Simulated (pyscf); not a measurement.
**H₂N–Si(OH)(Cl)–Cl (SMILES N[Si](O)(Cl)Cl), singlet**

Gas-phase minimum from PySCF at ωB97X-D3(BJ)/def2-SVP, one conformer. 

```
Si
O 1 1.6448
H 2 0.9639 1 115.37
N 1 1.7044 2 111.90 3 -49.97
H 4 1.0145 1 119.49 2 152.53
H 4 1.0151 5 111.92 1 -148.50
Cl 1 2.0486 2 104.15 3 -174.88
Cl 1 2.0529 2 112.30 3 68.78
```
Charge 0, spin multiplicity 1.

Properties at ωB97X-D3(BJ)/def2-SVP:

| Quantity | Result |
|---|---|
| Harmonic wavenumbers, unscaled | 145, 187, 214, 252, 279, 291, 377, 425, 516, 609, 812, 845, 900, 981, 1544, 3619, 3719, 3921 cm⁻¹ |
| Zero-point energy | 28.1 kcal/mol |
| Rotational symmetry number | 1 |
| Entropy of this conformer at 298 K and 1 atm, rigid rotor and harmonic oscillator, modes under 100 cm⁻¹ raised to 100 | 350.9 J/(mol K) |
| Dipole moment | 3.24 D |

Single-point totals, which compare only within one level:

```csv
level,total energy (hartree)
ωB97X-D3(BJ)/def2-TZVP,-1342.04096
PBE/def2-TZVP,-1341.30030
r²SCAN/def2-TZVP,-1341.82445
B3LYP-D3(BJ)/def2-TZVP,-1342.03487
PBE0-D3(BJ)/def2-TZVP,-1341.41403
M06-2X/def2-TZVP,-1341.87811
ωB97M-D3(BJ)/def2-TZVP,-1342.15222
```

Soft torsions are taken as harmonic, which can shift the entropy by several J/(mol K).
